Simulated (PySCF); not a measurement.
Computed shifts of a molecule C3H6F2Si, PBE/pcSseg-1 (PySCF), GIAO, gas phase, atoms alike by connectivity averaged where their shifts nearly agree, in ppm (number of nuclei): ¹³C: 179.7 (1), 100.2 (1), 24.0 (1). ¹⁹F: -81.3 (1), -258.2 (1). ²⁹Si: -3.3 (1). ¹H: 6.04 (2), 4.85 (1), 2.23 (3). References: ¹³C against TMS (σ = 182.0 ppm); ¹⁹F against CFCl3 (σ = 133.6 ppm); ²⁹Si against TMS (σ = 335.4 ppm); ¹H against TMS (σ = 31.49 ppm), references at their B3LYP-D3(BJ)/def2-TZVP geometries, non-relativistic. Coordinates come from a PBE0-D3(BJ)/def2-SVP optimisation. One conformer was computed; it need not be the lowest.

**Question.** Which molecule gave these data?
A) C=C(F)[SiH2]CF
B) C/C(F)=C/[SiH2]F
C) F/C=C\[SiH2]CF
D) F[SiH2]C1(F)CC1

**Answer.** B, C/C(F)=C/[SiH2]F
